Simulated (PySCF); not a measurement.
Correlation energy of Si²⁺ (silicon, charge +2)

[Ne] 3s2, closed-shell 1S. Computed with PySCF 2.14 in 6-31G* (4s3p1d, 18 functions), with the non-relativistic Hamiltonian (point nucleus). Frozen: [Ne]; 2 electrons correlated.

Total MP2 correlation energy: -29.45 mhartree.

Same-spin part 0.00 and opposite-spin part -29.45 mhartree; SCS-MP2 scales them by 1/3 and 6/5 to -35.34 mhartree.

With two correlated electrons CCSD is exact within the correlated space (frozen core and kept virtual orbitals).

```tsv
level	correlation energy (mhartree)
CCSD	-43.64
```

Diagnostics: T1 = 0.0055, D1 = 0.0077, largest double amplitude 0.118.

Q: Is a single reference adequate?

A: Mostly. T1 lies below 0.03, but a double amplitude of this size points to a near-degeneracy that CCSD handles and MP2 describes poorly.
